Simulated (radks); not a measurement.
The numbers below are computed, except where a source is named.
Question: The mean radii <r> (bohr) of the occupied orbitals of an atom or ion are listed with their occupations. Level of theory: scalar-relativistic Kohn-Sham, PBE, spin-polarised, spherical densities, point nucleus (a radial shooting solver on a logarithmic mesh with Libxc functionals).

orbital  occ.      <r>
1s up       1  0.01998
1s down     1  0.01997
2s up       1  0.08260
2s down     1  0.08271
2p up       3  0.07286
2p down     1  0.07300

Name the element and its charge. Open shells, if any, are filled with parallel spins first.

Answer: Z = 69, thulium, charge +61: Tm61+ in [He] 2s2 2p4. The 1s radius gives Z: for a bare nucleus <r> = (2 gamma + 1)/(2Z) with gamma = sqrt(1 - (Z/c)^2), 0.01977 bohr for Z = 69, and screening makes it slightly larger (0.01998 here). The occupations add up to 8, and the charge is Z minus that.
